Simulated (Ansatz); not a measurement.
Gas-phase reaction (SMILES): N[SiH2]N → [NH][SiH2]N + H atom; the H-N bond at the site shown breaks (other sites are not compared here).

Structures are relaxed separately at B3LYP-D3(BJ)/def2-TZVP in Ansatz (a quantum-chemistry and plane-wave program), one conformer each, not searched for the lowest. Valence correlation only, unless marked. Open shells are spin-unrestricted. Spin-orbit coupling is left out. Non-relativistic. CBS marks a two-point X^-3 extrapolation of the correlation energy; Hartree-Fock from the larger set. Thermal terms are rigid-rotor harmonic-oscillator values from B3LYP-D3(BJ) frequencies (Ansatz) at 298.15 K and 1 atm. 1 Eh = 627.5095 kcal/mol. Atoms have translation alone.

```json
[
 {"species": "N[SiH2]N", "E, CCSD(T)/CBS(cc-pV(T+d)Z,cc-pV(Q+d)Z) (Ansatz) (Eh)": "-402.14213", "E, wB97M-V/def2-TZVPD (Ansatz) (Eh)": "-402.64803", "H - E (Eh)": "0.07538"},
 {"species": "[NH][SiH2]N", "E, CCSD(T)/CBS(cc-pV(T+d)Z,cc-pV(Q+d)Z) (Ansatz) (Eh)": "-401.45320", "E, wB97M-V/def2-TZVPD (Ansatz) (Eh)": "-401.96759", "H - E (Eh)": "0.06119"},
 {"species": "H atom", "E, CCSD(T)/CBS(cc-pV(T+d)Z,cc-pV(Q+d)Z) (Ansatz) (Eh)": "-0.49995", "E, wB97M-V/def2-TZVPD (Ansatz) (Eh)": "-0.49411", "H - E (Eh)": "0.00236"}
]
```

Q: Work out ΔE and ΔH at 298.15 K at the first level, then ΔH at the second.

A: 
1. ΔE = [(-401.45320) + (-0.49995)] - [(-402.14213)] = 0.18898 Eh = 118.6 kcal/mol at CCSD(T)/CBS(cc-pV(T+d)Z,cc-pV(Q+d)Z).
2. The terms H - E add up to -0.01183 Eh, so ΔH = (0.18898 + (-0.01183))×627.5095 = 111.2 kcal/mol.
3. At wB97M-V/def2-TZVPD the same steps give ΔE = 116.9 and ΔH = 109.5 kcal/mol, a shift of -1.7 from the first level.
4. These values are not checked against measurement here, since the tables used lack a sound gas-phase enthalpy of formation for at least one species.
